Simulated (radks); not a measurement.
Ionisation ladder of beryllium, from Be to Be3+. Each ion is in the ground configuration listed by NIST, and IE = E(next ion) - E(this ion), with E = 0 for the bare nucleus. Method: Dirac Kohn-Sham, exchange-only PBE, spin-unpolarised, spherical densities, finite nucleus; Fermi nuclear charge, rms radius 2.519 fm; computed with a radial shooting solver on a logarithmic mesh with Libxc functionals.

species  configuration  E (hartree)  IE, Delta-SCF (eV)  -e(HOMO) (eV)   HOMO  IE, NIST (eV)    kind  error (eV)
Be            [He] 2s2    -14.54797               8.882          4.945  2s1/2          9.323    exp.      -0.440
Be+           [He] 2s1    -14.22155              17.544         13.068  2s1/2         18.211    exp.      -0.667
Be2+              [He]    -13.57681              157.98         131.40  1s1/2         153.90  theory        +4.1
Be3+               1s1     -7.77109              211.46         185.24  1s1/2         217.72  theory        -6.3

Reference values: NIST Atomic Spectra Database (exp. = measured, semi-emp. = semi-empirical, theory = theoretical value adopted there). The ionisation energy per charge of the ion left behind rises most, in proportion, at Be2+ ([He]), from 8.772 to 52.660 eV. Spin polarisation and multiplet splitting are left out, so open shells lie too high by an amount that depends on their filling.

Beside tabulated values, note that spin-unpolarised runs miss the spin-polarisation part of the exchange energy of open shells.
